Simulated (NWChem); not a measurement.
**Ionisation of BF**

```xyz
2

B      0.0000     0.0000    -0.8123
F      0.0000     0.0000     0.4513
```
Charge 0, spin multiplicity 1.

Everything below was run with NWChem. Structure: optimised with B3LYP/def2-SVP, a minimum by its harmonic frequencies.

Basis set: def2-TZVPD. −ε marks an orbital energy of the parent.

B3LYP has NWChem's definition, with VWN1-RPA local correlation. The structure started from a generated list of species.

Problem. Order these methods by the first vertical ionisation energy they give, lowest first: −ε(HOMO) of HF, −ε(HOMO) of BHandHLYP, evGW0@PBE0, G0W0@PBE0, G0W0@PBE, −ε(HOMO) of B3LYP.

Solution. −ε(HOMO) of B3LYP (7.85 eV), −ε(HOMO) of BHandHLYP (9.22 eV), G0W0@PBE (10.34 eV), G0W0@PBE0 (10.76 eV), evGW0@PBE0 (10.91 eV), −ε(HOMO) of HF (11.02 eV)
